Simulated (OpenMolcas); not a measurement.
## d9 ions of charge +2 down a group on the Ca site of CaF2

| Item | Value |
| --- | --- |
| Program | OpenMolcas 26.06 |
| Method | SS-CASPT2, IPEA 0.25 Eh, imaginary shift 0.1 Eh |
| Spin-orbit coupling | RASSI with atomic mean-field integrals over the reference wave functions |

The d shell is active; CASPT2 correlates the ligand valence shells and the outer metal core. Each dopant is a cluster with its nearest anions in model potentials and point charges, with no relaxation. Distances were set from a Shannon-type radius of the metal (high-spin where two are listed) plus a fixed donor radius (F 1.31 Å), in hosts weighted 0.65 to 0.35 with the host's distance in the model lattice. Ligand basis ANO-RCC-VDZP, DKH2 Hamiltonian. States (labels of O, the rotations of Oh). Energies in cm-1 above the lowest state or level, χT in cm3 K/mol; under a threefold ground state the first gap can be a small split of the lowest multiplet, not the spin-orbit step; 10Dq is the gap between the two states; 10Dq is negative for this site. Spin-only χT is S(S+1) / 2 for the spin of the ground state.

```
 Ion  Shell  R (Å)   Metal basis  Ground state  First state of that spin   10Dq  First gap with spin-orbit (degeneracies)  χT at 300 K  Spin-only χT
Cu2+    3d9  2.238  ANO-RCC-VTZP           2T2                   2E 3470  -3465                                930 (2, 4)        0.823         0.375
Ag2+    4d9  2.375  ANO-RCC-VTZP           2T2                   2E 7200  -7200                               1960 (2, 4)        0.551         0.375
```

|10Dq| changes by a factor of 7200 / 3465 = 2.08 from Cu2+ to Ag2+.

χT departs most from the spin-only value for Cu2+, by +0.448 cm3 K/mol.

Roots that are degenerate in the reference are averaged as groups; the widest CASPT2 spread within a group is 54 cm-1 (the 3-fold group of multiplicity 2 near 0 cm-1 above the lowest state of its run, Ag2+). Shifts and gaps below about the spread of the groups concerned are not significant. Over all roots computed the reference weight is 0.69 in Cu2+, 0.69 in Ag2+; a low but even weight reflects the number of correlated electrons. An orbital triplet at a regular site is open to Jahn-Teller coupling, which can distort the site and quench the lowest spin-orbit gaps and is left out. Ligand-to-metal charge-transfer states are missing. Free-ion shares, where given, are those of the reference states; single-state CASPT2 does not remix them. A single d shell leaves out the double-shell effect, which counts most for late 3d ions, where the CASPT2 field can be off either way by tens of per cent (holds for Cu2+). With one d shell and no ligand orbital active, 10Dq can be off by tens of per cent for divalent 3d ions, low with halides held by bare charges and at times high in hosts (holds for Cu2+). With one d shell and no ligand orbital active, 10Dq can be off by a tenth or more (holds for Ag2+). No measured value stands beside these numbers; the geometry was set by hand and not optimised.
